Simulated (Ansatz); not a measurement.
Relaxation of AsB2H7N2 (12 atoms, charge 0, multiplicity 1), to a largest force component of 0.015 eV/Å in at most 40 steps.

These are results of RKS PBE-D4/def2-SVP (Ansatz 0.2.0), not measurements.

```xyz
12
Properties=species:S:1:pos:R:3
B -0.508 1.305 1.616
N -0.652 -0.143 1.300
B -0.021 -0.400 -0.062
N -0.545 0.137 -1.334
As 1.705 -1.549 -0.153
H -0.064 1.728 2.613
H -1.059 2.143 0.905
H -1.621 -0.369 1.206
H -0.805 -0.682 -1.900
H 0.106 0.708 -1.788
H 1.121 -2.410 -1.282
H 2.422 -0.524 -1.086
```

Question: Where does it end, and by what steps?

Answer: It converged. After 23 steps the energy has fallen by 3.413 eV; H10 moved furthest, 1.95 Å.

| step | energy less start (eV) | largest force component (eV/Å) | accepted |
| --- | --- | --- | --- |
| 0 | 0.0000 | 2.886 | yes |
| 1 | -0.4202 | 1.357 | yes |
| 2 | -0.7678 | 0.774 | yes |
| 3 | -1.0897 | 1.296 | yes |
| 4 | -1.4686 | 1.389 | yes |
| 5 | -1.9155 | 1.355 | yes |
| 6 | -2.2355 | 1.901 | yes |
| 7 | -2.5764 | 1.888 | yes |
| 8 | -2.8202 | 1.708 | yes |
| 9 | -3.0239 | 1.426 | yes |
| 10 | -3.1572 | 0.967 | yes |
| 11 | -3.2697 | 0.411 | yes |
| 12 | -3.3246 | 0.484 | yes |
| 13 | -3.3363 | 0.704 | yes |
| 14 | -3.3964 | 0.160 | yes |
| 15 | -3.4017 | 0.099 | yes |
| 16 | -3.4099 | 0.157 | yes |
| 17 | -3.4110 | 0.084 | yes |
| 18 | -3.4124 | 0.065 | yes |
| 19 | -3.4123 | 0.058 | no |
| 20 | -3.4127 | 0.029 | yes |
| 21 | -3.4129 | 0.021 | yes |
| 22 | -3.4099 | 0.121 | no |
| 23 | -3.4131 | 0.010 | yes |

```xyz
12
Properties=species:S:1:pos:R:3
B -0.264 1.130 1.771
N -0.716 0.729 0.495
B -0.157 -0.290 -0.385
N -0.789 -0.590 -1.607
As 1.484 -1.389 0.238
H 0.716 0.591 2.253
H -0.860 2.006 2.371
H -1.549 1.216 0.142
H -0.420 -1.276 -2.263
H -1.648 -0.140 -1.930
H 1.833 -1.847 -1.195
H 2.448 -0.195 0.145
```

Whether the end is a true minimum wasn't checked by a vibrational analysis.

The run took 22 s on 2 threads of AMD EPYC 9R45 96-Core Processor (Zen 5) (shared host), peak memory 0.19 GiB.
